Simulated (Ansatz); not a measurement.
Stepwise reaction of `[CH3][Ge]([CH3])([OH])[OH]` with hydrogen fluoride, as a gas-phase model of exchange steps in deposition or etching. ΔE in kJ/mol; ΔG adds harmonic PBE0-D4 terms to CCSD(T)/CBS, at 1 bar.

Computed with Ansatz on PBE0-D4/def2-TZVP structures; ΔE is electronic, products minus reactants. CCSD(T)/CBS is the MP2 limit (def2-TZVPP, def2-QZVPP) plus CCSD(T) − MP2 in def2-TZVPP, frozen cores. This one scheme is used for every species. Functionals use def2-TZVPP. B3LYP here is the variant with VWN-RPA as its local correlation; programs differ in this. For Ge outer-core shells are correlated without core-valence functions, which leaves a few kJ/mol of doubt a bond. Scalar relativity is left out up to krypton. One conformer a species, not always the lowest.

| step | reaction | PBE-D4 | B3LYP-D4 | ωB97M-V | CCSD(T)/CBS | ΔG(500 K) |
| --- | --- | --- | --- | --- | --- | --- |
| 1 | `[CH3][Ge]([CH3])([OH])[OH]` + H–F → `[CH3][Ge]([OH])([OH])[F]` + CH₄ | -93.0 | -101.4 | -98.6 | -89.1 | -88.6 |

(1) Give the row of step 2, `[CH3][Ge]([OH])([OH])[F]` + H–F → `[OH][Ge]([OH])([F])[F]` + CH₄. (An estimate is asked.)

(2) By hand: ΔE of the 2 steps together at CCSD(T)/CBS.

## Answers

(1) The calculation gave: 
```json
{"step": "2", "reaction": "`[CH3][Ge]([OH])([OH])[F]` + H–F → `[OH][Ge]([OH])([F])[F]` + CH₄", "PBE-D4": "-57.7", "B3LYP-D4": "-64.9", "ωB97M-V": "-63.4", "CCSD(T)/CBS": "-54.0", "ΔG(500 K)": "-44.9"}
```

(2) (-89.1) + (-54.0) = -143.1 kJ/mol, or -71.5 kJ/mol a step.

In ΔE each step is higher than the one before. All are downhill at CCSD(T)/CBS. ΔG lies between -88.6 and -44.9 kJ/mol a step. PBE-D4 differs from CCSD(T)/CBS by -3.9 to -3.7 kJ/mol a step. Only this route is followed, and other bonds may react first. Isolated molecules leave out the surface, adducts and barriers. Largest T1 diagnostic: 0.012.
